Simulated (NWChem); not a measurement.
BNH3, doublet; SMILES [BH]N

Computed with NWChem. Spin-unrestricted. In the optimisation the excess spin sits in a' (Cs, its own frame). Geometry: optimised at PBE-D3(BJ)/def2-SVP, spin-unrestricted. No stability test was run on the SCF state. Vertical excitations in the gas phase; the lowest state need not have the same character in each row. Excited states of an open shell can be spin-contaminated.

```csv
level,lowest excitation (eV),oscillator strength of that lowest state,"lowest empty minus highest occupied level, either spin (eV)"
"PBE/def2-SVP, TDA",3.25,0.014,2.48
"B3LYP/def2-SVP, TDA",3.30,0.015,4.00
"PBE0/def2-SVP, TDA",3.31,0.015,4.79
"LDA (Slater exchange, VWN5)/def2-SVP, TDA",(withheld),0.013,(withheld)
```

Question: What belongs in the gaps?

Answer: 
- LDA (Slater exchange, VWN5)/def2-SVP, TDA, lowest excitation (eV): 3.06
- LDA (Slater exchange, VWN5)/def2-SVP, TDA, lowest empty minus highest occupied level, either spin (eV): 1.87
